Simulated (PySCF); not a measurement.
**Radial density of Mg (magnesium, neutral)**

PBEsol, [Ne] 3s1 3p1, high-spin 3P determinant (an excited configuration). Computed with PySCF 2.14 in aug-cc-pCVTZ, with no relativity, point nucleus.

| r (bohr) | 4πr²ρ (e/bohr) | 4πr²(ρα − ρβ) |
| --- | --- | --- |
| 0.00188 | 0.04598 | 0.0001 |
| 0.00316 | 0.1260 | 0.0002 |
| 0.00531 | 0.3388 | 0.0006 |
| 0.00893 | 0.8785 | 0.0014 |
| 0.0150 | 2.150 | 0.0035 |
| 0.0253 | 4.763 | 0.0076 |
| 0.0425 | 8.954 | 0.0137 |
| 0.0715 | 12.84 | 0.0173 |
| 0.120 | 12.13 | 0.0111 |
| 0.202 | 7.874 | 0.0141 |
| 0.340 | 9.026 | 0.0684 |
| 0.572 | 10.73 | 0.0685 |
| 0.962 | 4.822 | 0.0012 |
| 1.62 | 0.8514 | 0.2866 |
| 2.72 | 0.6282 | 0.6161 |
| 4.58 | 0.3029 | 0.3029 |
| 7.70 | 0.03185 | 0.0318 |
| 13.0 | 0.0004036 | 0.0004 |
